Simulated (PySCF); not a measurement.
One reaction down a group: Si, Ge, Sn

The same gas-phase reaction for Si, Ge, Sn:
- SiBr₂ + 2 HCl + H₂ → SiH₂Cl₂ + 2 HBr
- GeBr₂ + 2 HCl + H₂ → GeH₂Cl₂ + 2 HBr
- SnBr₂ + 2 HCl + H₂ → SnH₂Cl₂ + 2 HBr

Energies from PySCF (xtb for GFN2), thermal terms from the rigid-rotor harmonic-oscillator model, ideal gas at 1 bar. † marks an energy on the PBE0/def2-TZVP geometry and frequencies; other levels use their own. All species are closed-shell singlets. Sn: scalar-relativistic def2 core potential, no spin-orbit coupling. Br, Ge: all electrons, no relativistic terms. SnH₂Cl₂: computed as isolated molecules; such fragments, hydroxides, amides, oligomers or adducts are transient or little studied in the gas. The harmonic model lacks anharmonicity and excited electronic states, which grow with temperature; levels with a mode under 35 cm⁻¹ are left out. Soft modes under 120 cm⁻¹ make the harmonic entropy rough for GeBr₂, SnBr₂, SnH₂Cl₂.

ΔH°(298 K) in kJ, by level:

| level | Si | Ge | Sn |
|---|---|---|---|
| ωB97M-V/def2-TZVP† | -153.6 | -39.8 | 42.9 |
| HF/def2-TZVP† | -182.8 | -60.7 | 36.6 |
| ωB97X-V/def2-TZVP† | -177.0 | -59.5 | 31.4 |
| r2SCAN/def2-TZVP† | -163.1 | -41.5 | 53.7 |
| GFN2-xTB | -223.7 | 19.3 | 182.9 |

At ωB97M-V/def2-TZVP†, ΔH° rises from Si to Sn, over a range of 196.5 kJ; the steps are +113.8, +82.7 kJ. 5 of the 5 levels shown give the same order. The levels scatter most for Sn (151.5 kJ between the highest and the lowest) and least for Si (70.1 kJ). ΔS°(298 K) runs from -125.3 to -121.2 J/K, so TΔS° at 298 K spreads over 1.2 kJ among the members, against 196.5 kJ for ΔH°.

Free energies at ωB97M-V/def2-TZVP†:

| member | ΔS°(298 K), J/K | ΔG°(298 K), kJ | ΔG°(1200 K), kJ | ΔG° changes sign |
|---|---|---|---|---|
| Si | -125.3 | -116 | 2 | 1000 to 1200 K |
| Ge | -124.7 | -3 | 114 | 298.15 to 400 K |
| Sn | -121.2 | 79 | 189 | none from 298 to 2500 K |

The NASA 1993 table, where it holds all species, gives ΔH°(298 K) = -156 kJ for Si; its entries are part measured, part old estimates, and weren't checked at source.
